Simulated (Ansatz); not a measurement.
A made-up structure of AlBSiH4O, singlet:

```
8
angstrom
O 1.0331 1.9496 -2.1187
B 0.2961 1.2103 -1.5199
Si 0.6077 -0.7649 1.4324
Al -0.8151 -0.0319 -0.4388
H -1.2374 -1.1498 -1.3781
H -2.0451 0.7559 -0.0181
H 0.6090 -0.0136 2.6374
H 1.4228 -1.9165 1.2725
```

It is relaxed with PBE-D4/def2-SVP and then PBE0-D4/def2-TZVP (Ansatz 0.2.0). Atoms count as bonded within 1.22 times the sum of their covalent radii (H–H: 0.88 Å). The end point is not checked to be a true minimum.

Problem. Does its bonding change? (A judgement: the text doesn't fix the answer.)

Solution. The calculation gives: Yes. Formed: B2–Si3; broken: B2–Al4.

Where it ends: The first stage lowers the energy by 2.39 eV in 20 steps. It ends as AlBSiH₄O ([O][B][SiH2][AlH2]):
```
8
angstrom
O 2.0581 1.8292 -1.3386
B 1.5519 1.0606 -0.5633
Si 0.6009 -0.2021 0.6398
Al -1.6556 -0.4844 -0.3049
H -1.9100 -1.6297 -1.3684
H -2.8121 0.4966 0.1508
H 0.6236 0.4168 1.9928
H 1.4145 -1.4479 0.6607
```

Labels in which every atom is bracketed show which atoms are joined, not bond orders.

For scale, one of the runs: PBE0-D4/def2-TZVP relaxation, 160 basis functions, launched by `ansatz run in.yaml --threads 2 --pin off --events-out ev --progress --plain --max-ram 4352MiB`. The run took about 22 s on 2 CPU threads of an Arm Neoverse V1 (shared host).
